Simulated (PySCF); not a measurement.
## Spinor energies of Hg(70+) (mercury, charge +70)

Start: [Ne]. Calculated with PySCF 2.14 in an even-tempered Gaussian basis (16 s from 14 bohr⁻², ratio 2.6; 14 p from 18 bohr⁻², ratio 2.6; 6 d from 19 bohr⁻², ratio 2.8; 3 f from 390 bohr⁻², ratio 2.8): generalised Hartree-Fock with the X2C-1e Hamiltonian and a Gaussian nucleus; spin-orbit coupling (SO) screened by Boettger's factors.

```tsv
spinor shell	electrons	ε, screened SO (eV)	weight of nominal j (screened SO)	rms radius, screened SO (bohr)
1s1/2	2	-90148.8	1.000	0.0187
2s1/2	2	-21133.3	1.000	0.0743
2p1/2	2	-20594.5	1.000	0.0627
```

Task: Where does 2p3/2 lie, and what is the 2p spin-orbit splitting (screened SO)?

Result: At -18576.4 eV, 2018.2 eV above 2p1/2.

```
   quantity   screened SO
E (hartree)  -13175.59137
        M_J             0
       ⟨J²⟩         0.000
       ⟨L²⟩         0.049
       ⟨S²⟩         0.049
```

Breit and QED terms are absent; they matter most for the inner s and p1/2 levels.

Densities and radii are taken from the X2C orbitals without a picture-change correction, which distorts them close to the nucleus.
